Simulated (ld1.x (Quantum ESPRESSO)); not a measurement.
# Scattering properties, TM potential for Au (Z = 79)

```
Element                 : gold
Generator               : ld1.x (Quantum ESPRESSO) 7.5
Type                    : norm-conserving Troullier–Martins (Kleinman–Bylander form)
Functional              : PBE
Relativity              : scalar-relativistic
Frozen core             : [Xe] 4f14
Valence charge          : 11
Reference configuration : 5d10 6s1 6p0
Partial waves           : 6p (bound, empty): rc 4.00 bohr; 5d (bound): rc 1.60 bohr; 6s (bound): rc 2.45 bohr
Local potential         : the s channel
Core correction         : none
```

The phase is arctan(r·u′/u) with u = r·R(r), unwrapped; energies in Ry, scanned from -3 to 5 Ry. A pole is an energy at which the radial function vanishes at the test radius. The pseudo phase is shifted by a multiple of π to meet the all-electron one at the reference energy, and phase errors are pseudo minus all-electron; the curves can meet again beyond the range given. Levels narrower than the energy grid can be missing from the lists of poles.

Task: For each channel, where are the poles, and over which energies does the pseudopotential scatter like the atom?

Result:

```csv
channel,radius (bohr),reference energy (Ry),"poles, all-electron","poles, pseudo",unbroken range about the reference energy with phases within 0.05 rad,phase error 1 Ry above the reference energy (rad)
s,4.37,-0.42,"-0.26, 2.22","-0.26, 2.12",below 0.7,-0.021
p,4.37,-0.06,"0.43, 3.12","0.43, 2.78",below 1.1,-0.021
d,4.37,-0.51,"-0.49, 1.56, 4.67","-0.49, 1.62",below 0.5,+0.046
```

Phases in the p channel:

```tsv
E (Ry)	all-electron	pseudo
-3.00	1.435	1.435
-2.76	1.429	1.429
-2.52	1.422	1.422
-2.28	1.414	1.414
-2.04	1.404	1.404
-1.80	1.393	1.393
-1.56	1.378	1.377
-1.32	1.358	1.358
-1.08	1.331	1.331
-0.84	1.290	1.290
-0.60	1.218	1.217
-0.36	1.045	1.044
-0.12	0.222	0.222
0.12	-1.237	-1.238
0.36	-1.528	-1.531
0.60	-1.647	-1.653
0.84	-1.740	-1.754
1.08	-1.861	-1.901
1.32	-2.118	-2.297
1.56	-3.062	-3.707
1.80	-4.158	-4.361
2.04	-4.448	-4.538
2.28	-4.562	-4.620
2.52	-4.625	-4.672
2.76	-4.667	-4.710
3.00	-4.699	-4.744
3.24	-4.726	-4.777
3.48	-4.753	-4.816
3.72	-4.780	-4.870
3.96	-4.812	-4.961
4.20	-4.856	-5.181
4.44	-4.925	-6.129
4.68	-5.067	-7.318
4.92	-5.546	-7.588
```
